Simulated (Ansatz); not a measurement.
Cost and result up the ladder for the cluster B6P6 (12 atoms). Total charge 0; singlet. Geometry: PBE-D4/def2-SVP.

Cartesian coordinates in Å:
```
B 0.0032 0.4720 2.0376
B 1.0166 0.1816 -0.5289
B -0.7631 -0.8495 -0.0403
B -0.6722 0.8444 -0.6040
B -0.3901 -0.2113 -1.7080
B 0.3526 -1.6884 -0.9075
P 1.4111 1.3203 1.0654
P -0.6544 2.2990 0.6529
P 2.1769 -1.0720 -1.4043
P -1.2438 -0.9758 1.7981
P 0.4211 -1.5603 -2.8146
P -1.6578 1.2399 2.4536
```

Ansatz on 4 threads of Arm Neoverse V1 on a shared host. Times are rough, and most runs start from the orbitals of an earlier one. PBE0-D4/def2-TZVP serves as the yardstick here, not as an exact answer. Differences are given only for rows in sets of like size (and for xTB, whose basis is part of the method), since another set adds its own error. Binding counts from free atoms at the same level (B doublet, P quartet; other spins of the atoms weren't run), without zero-point energy or a counterpoise term.

B3LYP takes the VWN-RPA correlation. Correlated methods freeze 36 core orbitals. The rows differ in basis, and correlated rows in double-zeta sets carry the largest basis error. The structure comes from a short search, and lower isomers may exist.

Correlated methods converge slowly with the basis, most of all in double-zeta sets.

```tsv
level	functions	binding energy per atom (eV)	difference from PBE0-D4/def2-TZVP (eV)	remarks
r2SCAN-D4/def2-TZVP	408	4.20	-0.06	–
HF/6-31G	132	1.65	–	–
PBE-D4/def2-TZVP	408	4.41	0.16	–
B3LYP-D4/6-31G	132	3.49	–	–
PBE0-D4/def2-TZVP (with forces)	408	4.25	0.00	–
CCSD(T)/def2-SVP	192	3.61	–	large T1 (0.023)
PBE-D4/def2-SVP	192	4.43	–	–
B97M-V/def2-TZVP	408	4.31	0.05	–
HF/STO-3G	84	3.43	–	–
HF/def2-TZVP	408	2.39	-1.87	–
PBE0-D4/def2-SVP	192	4.27	–	–
```

(1) Estimate how long each takes.

Results:

(1) HF/STO-3G 0.8 s; HF/6-31G 2 s; B3LYP-D4/6-31G 4 s; PBE-D4/def2-SVP 4.3 s; PBE0-D4/def2-SVP 6.5 s; PBE-D4/def2-TZVP 13 s; HF/def2-TZVP 23 s; r2SCAN-D4/def2-TZVP 24 s; PBE0-D4/def2-TZVP (with forces) 46 s; B97M-V/def2-TZVP 47 s; CCSD(T)/def2-SVP 88 s. On shared hardware such times vary by a factor of up to 3.
